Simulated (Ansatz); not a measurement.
Reaction (ligand exchange at the Al–O bond): `C[SiH](F)[O][AlH2]` + `C/C=C/S` → `C/C=C\[S][AlH2]` + `C[SiH](O)F`

Gas-phase electronic energies from Ansatz, PBE0-D4/def2-TZVP geometries. CCSD(T)/CBS is the MP2 limit (def2-TZVPP, def2-QZVPP) plus CCSD(T) − MP2 in def2-TZVPP, frozen cores. Double bonds are as drawn, so ΔE can hold a change between cis and trans. DFT in def2-TZVPP. One conformer a species, not always the lowest.

CCSD(T)/CBS gives +49.4 kJ/mol.

(1) Another level gave +53.0 kJ/mol. Which?
A. SCS-MP2/def2-TZVPP
B. PBE-D4/def2-TZVPP
C. CCSD(T)/def2-TZVPP
D. ωB97M-V/def2-TZVPP

Largest T1 diagnostic among the species: 0.012.

Answers

(1) C. CCSD(T)/def2-TZVPP 53.0, SCS-MP2/def2-TZVPP 58.0, ωB97M-V 46.9, PBE-D4 35.5 kJ/mol.

In def2-TZVPP, CCSD(T) changes the Hartree–Fock value by −32.9 kJ/mol (the triples alone add −7.3 kJ/mol) and MP2 by −40.2 kJ/mol. The D4 term adds −8.9 kJ/mol with B3LYP and −4.4 kJ/mol with PBE0; it sums over pairs of atoms, weighted by their polarisabilities, and B3LYP, whose exchange is more repulsive, gets the larger term.

B3LYP here is the variant with VWN-RPA as its local correlation; programs differ in this.
